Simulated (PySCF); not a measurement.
C4H8OP2.
Numbering: `[CH3:1][P:2]([C:3]#[C:4][PH2:5])[CH2:6][OH:7]` (hydrogens: H8, H9, H10 on C1; H11, H12 on P5; H13, H14 on C6; H15 on O7)

The same species was optimised twice, with GFN2-xTB and with PBE0-D3(BJ)/def2-SVP (PySCF), and the same property calculations (PySCF, gas phase) were run on both structures.

| coordinate | GFN2-xTB | PBE0-D3(BJ)/def2-SVP | change |
| --- | --- | --- | --- |
| C3≡C4 (Å) | 1.212 | 1.225 | +0.013 |
| P2–C6 (Å) | 1.884 | 1.877 | -0.007 |
| C6–O7 (Å) | 1.406 | 1.399 | -0.007 |
| C1–P2 (Å) | 1.853 | 1.846 | -0.007 |
| C4–P5 (Å) | 1.760 | 1.765 | +0.005 |
| P2–C3 (Å) | 1.764 | 1.763 | -0.001 |
| C1–P2–C3 (°) | 98.3 | 102.3 | +4.0 |
| C3–P2–C6 (°) | 96.1 | 100.0 | +3.9 |
| C1–P2–C6 (°) | 97.5 | 99.1 | +1.6 |
| P2–C3–C4 (°) | 173.5 | 174.7 | +1.2 |
| P2–C6–O7 (°) | 110.3 | 109.8 | -0.5 |
| C3–C4–P5 (°) | 172.7 | 173.0 | +0.3 |
| C1–P2–C6–O7 (°) | 73 | 72 | -1 |

Rotational constants: A = 4043, B = 661.2, C = 609.5 MHz (GFN2-xTB) against A = 4216, B = 639.1, C = 588.7 MHz (PBE0-D3(BJ)/def2-SVP). Point groups within 0.08 Å: C1 and C1.

On the GFN2-xTB structure: isotropic polarisability (au) 109.3 [wB97X-D/def2-SVPD]; HOMO (eV) -8.63 [wB97X-D/def2-SVPD]; LUMO (eV) 1.33 [wB97X-D/def2-SVPD]; dipole (D) 0.82 [wB97X-D/def2-SVPD]; HOMO (eV) -6.84 [PBE0/pcSseg-1]; LUMO (eV) -0.34 [PBE0/pcSseg-1]; dipole (D) 1.04 [PBE0/pcSseg-1]; GIAO shielding of C1 (ppm) 171.4 [PBE0/pcSseg-1]; GIAO shielding of P2 (ppm) 409.8 [PBE0/pcSseg-1]; GIAO shielding of C3 (ppm) 75.1 [PBE0/pcSseg-1]; GIAO shielding of C4 (ppm) 84.5 [PBE0/pcSseg-1]; GIAO shielding of P5 (ppm) 538.0 [PBE0/pcSseg-1]; GIAO shielding of C6 (ppm) 113.8 [PBE0/pcSseg-1]; GIAO shielding of O7 (ppm) 307.3 [PBE0/pcSseg-1].

Question: What do these properties become on the PBE0-D3(BJ)/def2-SVP structure?

Answer: 
| property | level | on GFN2-xTB | on PBE0-D3(BJ)/def2-SVP | change |
| --- | --- | --- | --- | --- |
| isotropic polarisability (au) | wB97X-D/def2-SVPD | 109.3 | 112.3 | +3.0 |
| HOMO (eV) | wB97X-D/def2-SVPD | -8.63 | -8.49 | +0.14 |
| LUMO (eV) | wB97X-D/def2-SVPD | 1.33 | 1.19 | -0.14 |
| dipole (D) | wB97X-D/def2-SVPD | 0.82 | 0.77 | -0.05 |
| energy, GFN2-xTB geometry as zero (kcal/mol) | wB97X-D/def2-SVPD | 0.0 | -1.4 | -1.4 |
| HOMO (eV) | PBE0/pcSseg-1 | -6.84 | -6.72 | +0.12 |
| LUMO (eV) | PBE0/pcSseg-1 | -0.34 | -0.48 | -0.14 |
| dipole (D) | PBE0/pcSseg-1 | 1.04 | 0.96 | -0.08 |
| energy, GFN2-xTB geometry as zero (kcal/mol) | PBE0/pcSseg-1 | 0.0 | -1.3 | -1.3 |
| GIAO shielding of C1 (ppm) | PBE0/pcSseg-1 | 171.4 | 172.1 | +0.7 |
| GIAO shielding of P2 (ppm) | PBE0/pcSseg-1 | 409.8 | 396.7 | -13.1 |
| GIAO shielding of C3 (ppm) | PBE0/pcSseg-1 | 75.1 | 72.9 | -2.2 |
| GIAO shielding of C4 (ppm) | PBE0/pcSseg-1 | 84.5 | 80.7 | -3.8 |
| GIAO shielding of P5 (ppm) | PBE0/pcSseg-1 | 538.0 | 512.9 | -25.1 |
| GIAO shielding of C6 (ppm) | PBE0/pcSseg-1 | 113.8 | 116.3 | +2.5 |
| GIAO shielding of O7 (ppm) | PBE0/pcSseg-1 | 307.3 | 308.9 | +1.6 |

The heavy atoms differ by 0.079 Å rms after alignment. Among bonds between heavy atoms C3≡C4 changes most (+0.013 Å). Changes are differences of the printed values. Neither structure is proved a minimum here.

The values belong to the conformer `[CH3:1][P:2]([C:3]#[C:4][PH2:5])[CH2:6][OH:7]`: C1–P2–C6–O7 72°, H–O7–C6–P2 64°.

The pairwise dispersion term of wB97X-D wasn't added to the energies; at a given geometry it leaves orbitals and properties as they are.
